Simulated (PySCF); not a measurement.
**Vibration and rotation of SmS**

r²SCAN constants of SmS, septet, about 5.8 electrons in the 4f shell (Mulliken), real f orbitals that mix terms (PySCF, spin-free X2C with a Gaussian nucleus, basis sets Sm x2c-TZVPall, S x2c-TZVPall; masses 151.9197 and 31.9721 u):

* ωe: 401.5 cm⁻¹
* ωexe: 0.94 cm⁻¹
* Be: 0.11325 cm⁻¹
* αe: 0.000361 cm⁻¹
* De to Sm (4f6 6s2) + S: 4.77 eV

What force constant and bond length do these constants imply?

Reduced mass μred = 26.413 u; k = 5.8918×10⁻⁷·μred·ωe² (u, cm⁻¹, mdyn/Å) = 2.51 mdyn/Å; Re = √(16.8576/(μred·Be)) (u, cm⁻¹, Å) = 2.374 Å.

Estimate the centrifugal constant D from the Kratzer relation and find the Dunham coefficient a1.

D = 4Be³/ωe² = 3.6e-08 cm⁻¹; a1 = −1 − αeωe/(6Be²) = -2.88.

Spin–orbit coupling is left out, which matters for elements this heavy, above all for dissociation energies. With d or f electrons several states lie close, and the lowest PBE0 determinant need not be the measured ground state.
